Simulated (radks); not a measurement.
Results of a calculation; reference values are marked as such.
Correlation energies from several functionals, in hartree. Species: Si3+ [Ne] 3s1; Fe3+ [Ar] 3d5; K15+ [He] 2s2; B4+ 1s1. Level of theory: non-relativistic Kohn-Sham, exchange-only PBE, spin-polarised, spherical densities, point nucleus (a radial shooting solver on a logarithmic mesh with Libxc functionals). Every spin shell is full or empty, so the densities are truly spherical. Functionals are evaluated on that one density, not self-consistently.

functional      Si3+     Fe3+      K15+         B4+
PW92        -0.90798  -2.0219  -0.40813   -0.040544
VWN5        -0.91266  -2.0322  -0.40995   -0.040474
PBEsol      -0.47387  -1.1797  -0.13699  -0.0086847
LYP         -0.45508  -1.0523  -0.13792           0
OP (B88)    -0.44253  -1.0187  -0.15886           0
revTPSS     -0.41090  -1.0458  -0.11485           0
SCAN        -0.39827  -1.0181  -0.11546           0
B95         -0.48020  -1.2251  -0.17751           0
